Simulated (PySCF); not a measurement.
CH5F2NSi: full NMR table

```yaml
Formula: CH5F2NSi
SMILES: N[SiH2]C(F)F
Point_group_of_the_computed_structure: C1
Degrees_of_unsaturation: 0
Carbon_signals: 1
Proton_signals: 3
```

Mapped SMILES: `[NH2:1][SiH2:2][CH:3]([F:4])[F:5]` (H(Xn): hydrogen on atom n).

PySCF calculation with GIAO PBE0/pcSseg-1 shieldings and coordinates at the GFN2-xTB level; equivalent nuclei averaged, non-relativistic, a single conformation, no solvent.

Shifts are taken against calculated references (same method and geometry level): 1H (σ = 31.72 ppm) and 13C (σ = 186.93 ppm) and 29Si (σ = 349.16 ppm) against TMS; 19F (σ = 170.95 ppm) against CFCl3; 15N (σ = 267.73 ppm) against NH3.

| carbon | δC, type | δH (multiplicity) | HMBC from (2–3 bonds) | span of the C tensor (ppm) |
| --- | --- | --- | --- | --- |
| C3 | 127.5, CH | 6.50 (m) | H(Si2) | 37 |

Other nuclei:
```csv
atoms,nucleus,environment,δ (ppm),σ (ppm)
H(Si2),1H,"hydrogen on a silicon bonded to C, N",4.78,26.93
H(N1),1H,hydrogen on a nitrogen bonded to Si,0.25,31.47
F4/F5,19F,fluorine of a CF2 group,-157.5,328.4
Si2,29Si,"silicon bonded to C, N, 2 H",-41.8,390.9
N1,15N,"nitrogen bonded to Si, 2 H",-0.5,268.2
```

1. δC 127.5: sp3 CH bonded to 2 F and Si; 2 electronegative neighbours deshield it.
2. δH 6.50: hydrogen on an sp3 CH bonded to 2 F and Si; its carbon carries F, an electronegative neighbour.
3. δH 4.78: hydrogen on a silicon bonded to C, N.
4. δH 0.25: hydrogen on a nitrogen bonded to Si; labile proton, position sensitive to the medium.

The OH or NH signal is concentration- and solvent-dependent in practice; the value given is the gas-phase one. Splittings by 19F in the carbon and heteronuclear signals aren't shown, as no couplings were computed. Shifts are as computed. Against solution values, carbons near 30 ppm lie about +3 ppm off and those near 130 ppm about +5 ppm (rms about the fit 2.1 ppm; single classes can miss by 10 ppm). Of 1328 compounds with measured shifts, 309 miss one by over three times the rms of a fit or turn the order of signals round; such compounds aren't used in these exercises. Signals without a measured value on file couldn't be tested in this way; 1H shifts scatter by 0.2 ppm about their fit, and single ones miss by 0.5 ppm. Unscaled 19F shifts against computed CFCl3 carry errors that often reach 10 to 50 ppm. Experimental scales use liquid or dissolved standards, which lie at an offset from isolated NH3 (liquid NH3: subtract about 20 ppm). Multiplicities follow the n + 1 count of equivalent neighbours, as no J values were calculated; m marks all less simple cases, F and P coupling included.
